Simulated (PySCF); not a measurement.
`C[PH+]1C=CCC=C1`: 4 charge schemes on one density

C6H10P (charge +1).
SMILES with atom numbers: `[CH3:1][PH+:2]1[CH:3]=[CH:4][CH2:5][CH:6]=[CH:7]1` (hydrogens: H8, H9, H10 on C1; H11 on P2; H12 on C3; H13 on C4; H14, H15 on C5; H16 on C6; H17 on C7)

Geometry (GFN2-xTB, Å), atoms numbered from 1 in this order:
```
atom  x, y, z in Å
C1     2.3524   -0.8504    0.4237
P2     1.0886    0.2948   -0.1730
C3    -0.0013   -0.4419   -1.3692
C4    -1.3254   -0.3850   -1.2208
C5    -2.0750    0.2608   -0.1118
C6    -1.2952    0.8211    1.0226
C7     0.0324    0.8973    1.1246
H8     2.9885   -0.3505    1.1551
H9     2.9664   -1.1894   -0.4115
H10    1.8731   -1.7113    0.8913
H11    1.7691    1.3542   -0.7502
H12    0.4555   -0.9454   -2.2106
H13   -1.9516   -0.8530   -1.9702
H14   -2.6962    1.0616   -0.5339
H15   -2.7982   -0.4621    0.2858
H16   -1.9011    1.1949    1.8387
H17    0.5109    1.3164    1.9995
```

Density: PBE0/pcSseg-1 (PySCF); schemes: Mulliken, IAO, Hirshfeld and ESP-fitted. Isolated species at its GFN2-xTB geometry, gas phase.

Q: Tabulate the Mulliken, IAO, Hirshfeld and ESP-fitted charges.

A: In e; atoms taken as equivalent share a row and are averaged (×n: the atom named and its like, n in all):

| atom | environment | Mulliken | IAO | Hirshfeld | ESP-fitted |
| --- | --- | --- | --- | --- | --- |
| C1 | sp3 carbon bound to phosphorus | -0.468 | -0.646 | -0.119 | -0.691 |
| P2 | phosphonium phosphorus | +0.721 | +1.094 | +0.467 | +0.991 |
| C3/C7 | alkene CH carbon | -0.389 | -0.423 | -0.088 | -0.616 |
| C4/C6 | alkene CH carbon | -0.067 | -0.055 | +0.030 | +0.172 |
| C5 | allylic carbon | -0.198 | -0.293 | -0.045 | -0.206 |
| H8/H9/H10 | methyl hydrogen | +0.201 | +0.200 | +0.085 | +0.237 |
| H11 | P–H hydrogen | +0.157 | +0.016 | +0.052 | +0.016 |
| H12/H17 | vinylic hydrogen | +0.180 | +0.195 | +0.078 | +0.261 |
| H13/H16 | vinylic hydrogen | +0.164 | +0.194 | +0.088 | +0.131 |
| H14 | methylene hydrogen | +0.209 | +0.206 | +0.088 | +0.142 |
| H15 | methylene hydrogen | +0.202 | +0.201 | +0.086 | +0.140 |

Mean size of the charges over all atoms: ESP-fitted 0.309 e, IAO 0.282 e, Mulliken 0.245 e, Hirshfeld 0.099 e. Each set sums to the total charge, 1, to within 0.001 e. The Hirshfeld scheme divides the density at each point in proportion to the densities of the neutral, spherically averaged free atoms. The Mulliken scheme gives each basis function's population to the atom it is centred on and halves the overlap population of two atoms between them.

Some averages cover members that differ in this geometry: H8/H9/H10, ESP-fitted +0.228 to +0.253 e.

Lowest charge. All schemes agree: Mulliken C1 (-0.468); IAO C1 (-0.646); Hirshfeld C1 (-0.119); ESP-fitted C1 (-0.691).

Highest charge. All schemes agree: Mulliken P2 (+0.721); IAO P2 (+1.094); Hirshfeld P2 (+0.467); ESP-fitted P2 (+0.991).

Q: Sum the charges by element, for elements with more than one atom.

A: 
| element | atoms | Mulliken | IAO | Hirshfeld | ESP-fitted |
| --- | --- | --- | --- | --- | --- |
| C | 6 | -1.578 | -1.895 | -0.279 | -1.784 |
| H | 10 | +1.857 | +1.801 | +0.813 | +1.793 |

Q: How many electrons does the IAO scheme count on C6?

A: Its own charge is -0.055 e, so Z − q = 6.055.

The run behind these numbers computed NMR shieldings as well. Cost: about 60 s of CPU time on one thread; the machine was shared, so the figure is rough.
